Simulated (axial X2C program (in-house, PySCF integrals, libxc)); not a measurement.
# How long does GeCl⁻ take?

A bond scan computed with an in-house all-electron X2C program for linear molecules (integrals from PySCF). Basis: Ge dyall-acv3z [10s10p8d5f1g], Cl dyall-av3z [9s8p3d2f] (cores contracted in-house).

The run was started with this input:
```json
{
 "zs": [
  32,
  17
 ],
 "q": -1,
 "bas": [
  "dyall-acv3z",
  "dyall-av3z"
 ],
 "levels": [
  "PBE0",
  "HF",
  "PBE50"
 ],
 "cc": true,
 "r0": 2.2,
 "thr": -1.0,
 "nmax": 90,
 "npts": 10,
 "nst": 2,
 "ntry": 6
}
```
```bash
python so2c.py task.json out
```

Keys: zs atomic numbers; q charge; bas basis sets; levels methods; cc coupled cluster on or off; r0 starting distance in Å; thr threshold in hartree for freezing inner shells (an s shell follows its p shell); nmax most natural virtual spinors; npts points on the curve; nst determinants followed; ntry starts of the search. HF also brings MP2.

Hardware: 1 thread of Intel(R) Xeon(R) 6975P-C (Granite Rapids) (shared host).

Wall time of one point of each curve, integrals apart:

```tsv
Hamiltonian	level	points	seconds a point
spin-free	PBE0	10	0.37
spin-free	HF	10	0.21
spin-free	CCSD(T) (12 electrons, 89 virtuals)	7	4.6
spin-free	PBE50	10	0.42
2c	PBE0	10	0.48
2c	HF	10	0.35
2c	CCSD(T) (12 electrons, 90 virtuals)	7	4.8
2c	PBE50	10	0.54
```

The rest:

Search with its distance optimisation 20 s, atoms 17 s, whole task 130 s. Coupled cluster runs on the points near the minimum only. The program drops outer points, and coupled cluster, when its time limit (not in the input) nears; MP2, further determinants and curves that did not converge are not in the table.
